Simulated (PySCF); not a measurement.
# MI for M along group 3

MP2 with triple-zeta basis sets in PySCF, for the lowest determinant that a PBE0 search found; no spin–orbit coupling. De refers to high-spin ground-configuration atoms.

```tsv
M	basis	reference, frozen orbitals	state (unpaired electrons)	Re (Å)	ωe (cm⁻¹)	De (eV)
Sc	x2c-TZVPPall	UHF, 23	triplet (σ ↑, δ ↑)	2.713	253	n/a
Y	def2-TZVPP	RHF, 4	singlet (closed shell)	2.772	215	n/a
La	def2-TZVPP	UHF, 4	triplet (σ ↑, δ ↑)	2.943	179	n/a
```

The shortest bond is that of ScI (2.713 Å), the longest that of LaI (2.943 Å).

The rows differ in basis set, which adds steps of its own.

The state changes along the series, so neighbouring rows are not always alike in their bonding.

Correlated steps freeze the inner cores (4 to 23 orbitals); shallow outer-core shells are correlated. Spin–orbit coupling is left out, which matters for elements this heavy, above all for dissociation energies. The state is the lowest single determinant that the PBE0 search found; with open d or f shells the true ground state can be another one.
